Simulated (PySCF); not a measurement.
Compound: C₄H₄FNO.
Atom-mapped SMILES: `[N:1]#[C:2][C@@H:3]1[CH2:4][C@H:5]([F:6])[O:7]1` (hydrogens: H8 on C3; H9, H10 on C4; H11 on C5)

The same species was optimised twice, with GFN2-xTB and with PBE0-D3(BJ)/def2-SVP (PySCF), and the same property calculations (PySCF, gas phase) were run on both structures.

```json
{"coordinate": "C2–C3 (Å)", "GFN2-xTB": "1.448", "PBE0-D3(BJ)/def2-SVP": "1.463", "change": "+0.015"}
{"coordinate": "N1≡C2 (Å)", "GFN2-xTB": "1.142", "PBE0-D3(BJ)/def2-SVP": "1.157", "change": "+0.015"}
{"coordinate": "C3–O7 (Å)", "GFN2-xTB": "1.440", "PBE0-D3(BJ)/def2-SVP": "1.428", "change": "-0.012"}
{"coordinate": "C5–F6 (Å)", "GFN2-xTB": "1.365", "PBE0-D3(BJ)/def2-SVP": "1.353", "change": "-0.012"}
{"coordinate": "C5–O7 (Å)", "GFN2-xTB": "1.398", "PBE0-D3(BJ)/def2-SVP": "1.403", "change": "+0.005"}
{"coordinate": "C4–C5 (Å)", "GFN2-xTB": "1.530", "PBE0-D3(BJ)/def2-SVP": "1.526", "change": "-0.004"}
{"coordinate": "C3–C4 (Å)", "GFN2-xTB": "1.543", "PBE0-D3(BJ)/def2-SVP": "1.540", "change": "-0.003"}
{"coordinate": "C2–C3–C4 (°)", "GFN2-xTB": "115.0", "PBE0-D3(BJ)/def2-SVP": "116.7", "change": "+1.7"}
{"coordinate": "C4–C3–O7 (°)", "GFN2-xTB": "90.5", "PBE0-D3(BJ)/def2-SVP": "90.9", "change": "+0.4"}
{"coordinate": "C4–C5–F6 (°)", "GFN2-xTB": "113.1", "PBE0-D3(BJ)/def2-SVP": "113.6", "change": "+0.5"}
{"coordinate": "N1–C2–C3 (°)", "GFN2-xTB": "178.5", "PBE0-D3(BJ)/def2-SVP": "178.9", "change": "+0.4"}
{"coordinate": "C2–C3–O7 (°)", "GFN2-xTB": "113.7", "PBE0-D3(BJ)/def2-SVP": "113.4", "change": "-0.3"}
{"coordinate": "F6–C5–O7 (°)", "GFN2-xTB": "111.9", "PBE0-D3(BJ)/def2-SVP": "111.6", "change": "-0.3"}
{"coordinate": "C3–C4–C5 (°)", "GFN2-xTB": "84.0", "PBE0-D3(BJ)/def2-SVP": "83.8", "change": "-0.2"}
{"coordinate": "C4–C5–O7 (°)", "GFN2-xTB": "92.7", "PBE0-D3(BJ)/def2-SVP": "92.5", "change": "-0.2"}
```

Rotational constants: A = 5486, B = 1919, C = 1795 MHz (GFN2-xTB) against A = 5547, B = 1888, C = 1770 MHz (PBE0-D3(BJ)/def2-SVP). Point groups within 0.08 Å: C1 and C1.

On the GFN2-xTB structure: lowest singlet, TDDFT (eV) 7.29 [wB97X-D/def2-SVPD]; isotropic polarisability (au) 52.4 [wB97X-D/def2-SVPD]; HOMO (eV) -11.31 [wB97X-D/def2-SVPD]; LUMO (eV) 1.33 [wB97X-D/def2-SVPD]; dipole (D) 4.94 [wB97X-D/def2-SVPD]; HOMO (eV) -9.24 [PBE0/pcSseg-1]; LUMO (eV) -0.36 [PBE0/pcSseg-1]; dipole (D) 4.88 [PBE0/pcSseg-1]; GIAO shielding of N1 (ppm) -48.6 [PBE0/pcSseg-1]; GIAO shielding of C2 (ppm) 64.9 [PBE0/pcSseg-1]; GIAO shielding of C3 (ppm) 124.4 [PBE0/pcSseg-1]; GIAO shielding of C4 (ppm) 147.4 [PBE0/pcSseg-1]; GIAO shielding of C5 (ppm) 71.4 [PBE0/pcSseg-1]; GIAO shielding of F6 (ppm) 282.6 [PBE0/pcSseg-1]; GIAO shielding of O7 (ppm) 215.1 [PBE0/pcSseg-1].

**Question.** What do these properties become on the PBE0-D3(BJ)/def2-SVP structure?

**Answer.** 
```tsv
property	level	on GFN2-xTB	on PBE0-D3(BJ)/def2-SVP	change
lowest singlet, TDDFT (eV)	wB97X-D/def2-SVPD	7.29	7.17	-0.12
isotropic polarisability (au)	wB97X-D/def2-SVPD	52.4	52.9	+0.5
HOMO (eV)	wB97X-D/def2-SVPD	-11.31	-11.27	+0.04
LUMO (eV)	wB97X-D/def2-SVPD	1.33	1.35	+0.02
dipole (D)	wB97X-D/def2-SVPD	4.94	4.98	+0.04
energy, GFN2-xTB geometry as zero (kcal/mol)	wB97X-D/def2-SVPD	0.0	-0.6	-0.6
HOMO (eV)	PBE0/pcSseg-1	-9.24	-9.20	+0.04
LUMO (eV)	PBE0/pcSseg-1	-0.36	-0.35	+0.01
dipole (D)	PBE0/pcSseg-1	4.88	4.92	+0.04
energy, GFN2-xTB geometry as zero (kcal/mol)	PBE0/pcSseg-1	0.0	-0.3	-0.3
GIAO shielding of N1 (ppm)	PBE0/pcSseg-1	-48.6	-53.9	-5.3
GIAO shielding of C2 (ppm)	PBE0/pcSseg-1	64.9	62.1	-2.8
GIAO shielding of C3 (ppm)	PBE0/pcSseg-1	124.4	123.0	-1.4
GIAO shielding of C4 (ppm)	PBE0/pcSseg-1	147.4	147.1	-0.3
GIAO shielding of C5 (ppm)	PBE0/pcSseg-1	71.4	72.5	+1.1
GIAO shielding of F6 (ppm)	PBE0/pcSseg-1	282.6	286.6	+4.0
GIAO shielding of O7 (ppm)	PBE0/pcSseg-1	215.1	218.7	+3.6
```

The heavy atoms differ by 0.024 Å rms after alignment. Among bonds between heavy atoms N1≡C2 and C2–C3 change most and about equally (+0.015 Å). Changes are differences of the printed values. Neither structure is proved a minimum here.

The pairwise dispersion term of wB97X-D wasn't added to the energies; at a given geometry it leaves orbitals and properties as they are.
